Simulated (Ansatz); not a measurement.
Ansatz (a quantum-chemistry and plane-wave program) input (B3LYP/LANL2DZ): The .json file is the Basis Set Exchange's LANL2DZ.

Ansatz 0.2 input:
```yaml
crystal:
  periodic: [false, false, false]
  atoms:
    - {symbol: Cl, position_ang: [-0.19477400, 0.86765600, -1.55739100]}
    - {symbol: C, position_ang: [-0.30337200, 0.04547400, 0.05466500]}
    - {symbol: Cl, position_ang: [-2.01233100, 0.15812500, 0.63518100]}
    - {symbol: C, position_ang: [0.73382400, 0.67083700, 1.00756800]}
    - {symbol: Si, position_ang: [1.92085500, -0.70793600, 0.45160100]}
    - {symbol: C, position_ang: [0.22824400, -1.39471200, -0.07996500]}
    - {symbol: H, position_ang: [0.42505600, 0.49964000, 2.03995700]}
    - {symbol: H, position_ang: [0.91577800, 1.72947700, 0.85657500]}
    - {symbol: H, position_ang: [2.63238300, -1.44472500, 1.52020300]}
    - {symbol: H, position_ang: [2.85718900, -0.36408500, -0.63676400]}
    - {symbol: H, position_ang: [-0.18918200, -2.00983200, 0.71869500]}
    - {symbol: H, position_ang: [0.03541800, -1.86723500, -1.03713000]}
basis:
  gaussian:
    orbitals: LANL2DZ.json
hamiltonian:
  xc: {name: B3LYP}
relax: {f_tol: 0.003, max_steps: 120}
```

From the output:

```
reference -4126.64461711 eV, -151.6513925387 hartree; 21, 21 occupied and 42, 42 virtual orbitals, 952 factors
relax step   8: F+E_penalty+E_count = -4126.64436872 eV  Δ(F+E_penalty+E_count) = -2.996e-5 eV  max|allowed force component| = 5.407e-3 eV/Å  Δτ_max = 0.0049 Å  (22 SCF iters, accepted)
these checks for a lower state are left out or cut short: starts, cluster_reference, orbital_swaps, neighbouring_geometries, increment
integrals: 0.03 GiB planned
952 factors; integrals over basis functions are off by at most 2.8e-4 eV
mean field: 0.25 GiB planned
mean field -4126.64437218 eV, -151.6513835376 hartree, gradient 4.4e-5 eV, S^2 0.000000; 0 other end points of the search recorded, 0 dependent functions left out
the calculation of the forces begins
reference -4126.64462049 eV, -151.6513926628 hartree; 21, 21 occupied and 42, 42 virtual orbitals, 952 factors
relax step   9: F+E_penalty+E_count = -4126.64437218 eV  Δ(F+E_penalty+E_count) = -3.458e-6 eV  max|allowed force component| = 2.249e-3 eV/Å  Δτ_max = 0.0021 Å  (19 SCF iters, accepted)
integrals: 0.03 GiB planned
952 factors; integrals over basis functions are off by at most 2.8e-4 eV
mean field: 0.25 GiB planned
mean field -4126.64437218 eV, -151.6513835376 hartree, gradient 4.4e-5 eV, S^2 0.000000; 1 other end points of the search recorded, 0 dependent functions left out
the calculation of the forces begins
reference -4126.64462049 eV, -151.6513926628 hartree; 21, 21 occupied and 42, 42 virtual orbitals, 952 factors
Total energy: -4126.64462049 eV, -151.6513926628 hartree
Atom 0 at    -0.276970     0.915466    -1.609984 Å, force     0.000751    -0.000179    -0.000010 eV/Å
Atom 1 at    -0.316697     0.040576     0.070163 Å, force    -0.002249     0.000911    -0.000684 eV/Å
Atom 2 at    -2.086246     0.133042     0.717184 Å, force    -0.000560    -0.000098     0.000446 eV/Å
Atom 3 at     0.742707     0.684695     1.004876 Å, force     0.000273    -0.000261    -0.000199 eV/Å
Atom 4 at     1.947196    -0.728669     0.478734 Å, force    -0.000345    -0.000550     0.001204 eV/Å
Atom 5 at     0.231777    -1.402714    -0.094166 Å, force     0.000382     0.000187     0.000037 eV/Å
Atom 6 at     0.442051     0.575178     2.053028 Å, force     0.000687    -0.000227    -0.000043 eV/Å
Atom 7 at     0.959188     1.733610     0.803029 Å, force     0.000310     0.000186    -0.000275 eV/Å
Atom 8 at     2.625581    -1.469098     1.569655 Å, force     0.000226    -0.000079     0.000045 eV/Å
Atom 9 at     2.900641    -0.392598    -0.602809 Å, force    -0.000459     0.000203    -0.000172 eV/Å
Atom 10 at    -0.203885    -2.063795     0.663582 Å, force     0.000717    -0.000104     0.000021 eV/Å
Atom 11 at     0.083746    -1.843009    -1.080096 Å, force     0.000268     0.000011    -0.000368 eV/Å
Dipole moment:     0.559181    -0.297975     0.305988 e Å
```

The geometry given is a B3LYP-D3(BJ)/def2-TZVP minimum.
